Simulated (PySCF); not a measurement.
C4H12N (SMILES C[N+](C)(C)C), charge +1, singlet, at a GFN2-xTB geometry; M062X/6-31G run with PySCF.

Input for PySCF:
```python
from pyscf import gto, scf, dft

mol = gto.M(
    atom='''
C    -0.25342698   -0.62284191   -1.31180330
N     0.00000000    0.00000000    0.00000000
C     0.06935110    1.46414215   -0.15640771
C    -1.09357093   -0.34391601    0.92671979
C     1.27764681   -0.49738422    0.54149121
H    -1.19490808   -0.26461226   -1.72465318
H    -0.30728344   -1.70556675   -1.21197051
H     0.54700929   -0.37735136   -2.00764548
H     0.25631726    1.93850254    0.80545821
H    -0.86842299    1.84634022   -0.55598820
H     0.87349438    1.73360112   -0.83898050
H    -2.04470084    0.01751703    0.53957871
H    -1.15707621   -1.42343746    1.05226138
H    -0.91996060    0.10967935    1.90102512
H     1.24137430   -1.57866821    0.66260856
H     2.09566703   -0.25045282   -0.13306641
H     1.47848991   -0.04555140    1.51137230
''',
    basis='6-31g',
    charge=1,
    verbose=4,
)

mf = dft.RKS(mol)
mf.xc = 'm062x'
mf.init_guess = 'vsap'
mf.kernel()
mf.analyze()
```

What the program printed (banner, timings and long lists left out):

```
PySCF version 2.14.0

[INPUT] verbose = 4
[INPUT] num. atoms = 17
[INPUT] num. electrons = 42
[INPUT] charge = 1
[INPUT] spin (= nelec alpha-beta = 2S) = 0
[INPUT] symmetry False subgroup None
[INPUT] Mole.unit = angstrom
[INPUT] Symbol           X                Y                Z      unit          X                Y                Z       unit  Magmom
[INPUT]  1 C     -0.253426980000  -0.622841910000  -1.311803300000 AA   -0.478907584776  -1.177000628801  -2.478948966301 Bohr   0.0
[INPUT]  2 N      0.000000000000   0.000000000000   0.000000000000 AA    0.000000000000   0.000000000000   0.000000000000 Bohr   0.0
[INPUT]  3 C      0.069351100000   1.464142150000  -0.156407710000 AA    0.131054585437   2.766827670932  -0.295567735670 Bohr   0.0
[INPUT]  4 C     -1.093570930000  -0.343916010000   0.926719790000 AA   -2.066549555486  -0.649907068753   1.751246597314 Bohr   0.0
[INPUT]  5 C      1.277646810000  -0.497384220000   0.541491210000 AA    2.414402554824  -0.939919954480   1.023270085759 Bohr   0.0
[INPUT]  6 H     -1.194908080000  -0.264612260000  -1.724653180000 AA   -2.258049015230  -0.500044700602  -3.259122170060 Bohr   0.0
[INPUT]  7 H     -0.307283440000  -1.705566750000  -1.211970510000 AA   -0.580681544214  -3.223054044665  -2.290292334949 Bohr   0.0
[INPUT]  8 H      0.547009290000  -0.377351360000  -2.007645480000 AA    1.033697745693  -0.713090723132  -3.793900112421 Bohr   0.0
[INPUT]  9 H      0.256317260000   1.938502540000   0.805458210000 AA    0.484369422399   3.663238892374   1.522095421682 Bohr   0.0
[INPUT] 10 H     -0.868422990000   1.846340220000  -0.555988200000 AA   -1.641081611376   3.489077348569  -1.050665426490 Bohr   0.0
[INPUT] 11 H      0.873494380000   1.733601120000  -0.838980500000 AA    1.650665149547   3.276031326039  -1.585443368851 Bohr   0.0
[INPUT] 12 H     -2.044700840000   0.017517030000   0.539578710000 AA   -3.863924594268   0.033102389216   1.019655984546 Bohr   0.0
[INPUT] 13 H     -1.157076210000  -1.423437460000   1.052261380000 AA   -2.186557142150  -2.689906954847   1.988485819657 Bohr   0.0
[INPUT] 14 H     -0.919960600000   0.109679350000   1.901025120000 AA   -1.738473579391   0.207263933020   3.592416832718 Bohr   0.0
[INPUT] 15 H      1.241374300000  -1.578668210000   0.662608560000 AA    2.345857445074  -2.983250558457   1.252148706192 Bohr   0.0
[INPUT] 16 H      2.095667030000  -0.250452820000  -0.133066410000 AA    3.960236734981  -0.473287236925  -0.251459071279 Bohr   0.0
[INPUT] 17 H      1.478489910000  -0.045551400000   1.511372300000 AA    2.793941007833  -0.086079670591   2.856079719254 Bohr   0.0

nuclear repulsion = 216.388233807394
number of shells = 49
number of NR pGTOs = 158
number of NR cGTOs = 69
basis = 6-31g
ecp = {}

******** <class 'pyscf.dft.rks.RKS'> ********
method = RKS
initial guess = vsap
damping factor = 0
level_shift factor = 0
DIIS = <class 'pyscf.scf.diis.CDIIS'>
diis_start_cycle = 1
diis_space = 8
diis_damp = 0
SCF conv_tol = 1e-09
SCF conv_tol_grad = None
SCF max_cycles = 50
direct_scf = True
direct_scf_tol = 1e-13
XC library pyscf.dft.libxc version 7.1.2
    S. Lehtola, C. Steigemann, M. J. T. Oliveira, and M. A. L. Marques,  SoftwareX 7, 1–5 (2018)
XC functionals = m062x
    Y. Zhao and D. G. Truhlar,  Theor. Chem. Acc. 120, 215 (2008)
    Y. Zhao and D. G. Truhlar,  Theor. Chem. Acc. 120, 215 (2008)
radial grids:
    Treutler-Ahlrichs [JCP 102, 346 (1995); DOI:10.1063/1.469408] (M4) radial grids

becke partition: Becke, JCP 88, 2547 (1988); DOI:10.1063/1.454033
pruning grids: <function nwchem_prune>
grids dens level: 3
symmetrized grids: False
atomic radii adjust function: <function treutler_atomic_radii_adjust>
small_rho_cutoff = 0
Set gradient conv threshold to 3.16228e-05
tot grids = 188072
  HOMO = -0.779750531271801  LUMO = -0.444253021355854  gap/eV = 9.12935
init E= -212.207981451692
  HOMO = -0.140220210311635  LUMO = 0.0472492565107516  gap/eV = 5.10130
cycle= 1 E= -212.194192627128  delta_E= 0.0138  |g|= 2.61  |ddm|= 5.67
  HOMO = -0.962255284671594  LUMO = -0.603207527642815  gap/eV = 9.77019
cycle= 2 E= -211.945708768146  delta_E= 0.248  |g|= 2.97  |ddm|= 5.06
  HOMO = -0.675393615070812  LUMO = -0.122708549310697  gap/eV = 15.03933
cycle= 3 E= -213.957599622588  delta_E= -2.01  |g|= 0.35  |ddm|= 2.25
  HOMO = -0.629642185831267  LUMO = -0.086648965431591  gap/eV = 14.77560
cycle= 4 E= -213.977737142595  delta_E= -0.0201  |g|= 0.216  |ddm|= 0.367
  HOMO = -0.641037701744589  LUMO = -0.0897762749793174  gap/eV = 15.00059
cycle= 5 E= -213.987628203615  delta_E= -0.00989  |g|= 0.00315  |ddm|= 0.142
  HOMO = -0.641562710098835  LUMO = -0.0903761396154468  gap/eV = 14.99855
cycle= 6 E= -213.987633410713  delta_E= -5.21e-06  |g|= 0.000448  |ddm|= 0.0088
  HOMO = -0.641596025806513  LUMO = -0.090410956965616  gap/eV = 14.99851
cycle= 7 E= -213.987633491992  delta_E= -8.13e-08  |g|= 4.43e-05  |ddm|= 0.000919
  HOMO = -0.641589071467764  LUMO = -0.0904059907383792  gap/eV = 14.99846
cycle= 8 E= -213.987633492479  delta_E= -4.88e-10  |g|= 4.28e-06  |ddm|= 7.2e-05
  HOMO = -0.641588629677119  LUMO = -0.090405351287697  gap/eV = 14.99846
Extra cycle  E= -213.987633492483  delta_E= -3.18e-12  |g|= 3.15e-06  |ddm|= 1.04e-05
converged SCF energy = -213.987633492483
**** SCF Summaries ****
Total Energy =                        -213.987633492482672
Nuclear Repulsion Energy =             216.388233807394471
One-electron Energy =                 -705.544498017428964
Two-electron Energy =                  275.168630717551821
Two-electron Coulomb Energy =          307.924994599531146
DFT Exchange-Correlation Energy =      -32.756363881979311
HOMO-LUMO gap [eV] =                    14.998460956023681
**** MO energy ****
MO #1   energy= -15.0780143298029  occ= 2
MO #2   energy= -10.7701984461207  occ= 2
MO #3   energy= -10.7701901348512  occ= 2
MO #4   energy= -10.7701761518969  occ= 2
MO #5   energy= -10.7701453892116  occ= 2
MO #6   energy= -1.33890241142602  occ= 2
MO #7   energy= -1.03181100866964  occ= 2
MO #8   energy= -1.03180698904252  occ= 2
MO #9   energy= -1.03177822613187  occ= 2
MO #10  energy= -0.89614095731543  occ= 2
MO #11  energy= -0.785156325825277 occ= 2
MO #12  energy= -0.785148356220445 occ= 2
MO #13  energy= -0.785124062403329 occ= 2
MO #14  energy= -0.692137240755498 occ= 2
MO #15  energy= -0.692126781183136 occ= 2
MO #16  energy= -0.644865765356428 occ= 2
MO #17  energy= -0.644854008989099 occ= 2
MO #18  energy= -0.644843185252926 occ= 2
MO #19  energy= -0.641605932630516 occ= 2
MO #20  energy= -0.641600518556359 occ= 2
MO #21  energy= -0.641588629677119 occ= 2
MO #22  energy= -0.090405351287697 occ= 0
MO #23  energy= -0.0189141174655961 occ= 0
MO #24  energy= -0.0189098658776097 occ= 0
MO #25  energy= -0.018901053388489 occ= 0
MO #26  energy= -0.00938622989933613 occ= 0
MO #27  energy= 0.0264733943156185 occ= 0
MO #28  energy= 0.0264795866581993 occ= 0
MO #29  energy= 0.0264812246901278 occ= 0
 ** Mulliken pop on meta-lowdin orthogonal AOs  **
 ** Mulliken pop  **
 ** Mulliken atomic charges  **
charge of    0C =     -0.24032
charge of    1N =      0.14425
charge of    2C =     -0.24031
charge of    3C =     -0.24029
charge of    4C =     -0.24034
charge of    5H =      0.15144
charge of    6H =      0.15141
charge of    7H =      0.15140
charge of    8H =      0.15142
charge of    9H =      0.15144
charge of   10H =      0.15139
charge of   11H =      0.15144
charge of   12H =      0.15140
charge of   13H =      0.15141
charge of   14H =      0.15141
charge of   15H =      0.15140
charge of   16H =      0.15144

WARN: System has nonzero charge 1; the dipole moment is origin-dependent.
Location of origin: [0. 0. 0.]

Dipole moment(X, Y, Z, Debye): -0.00113,  0.00078,  0.00051
```
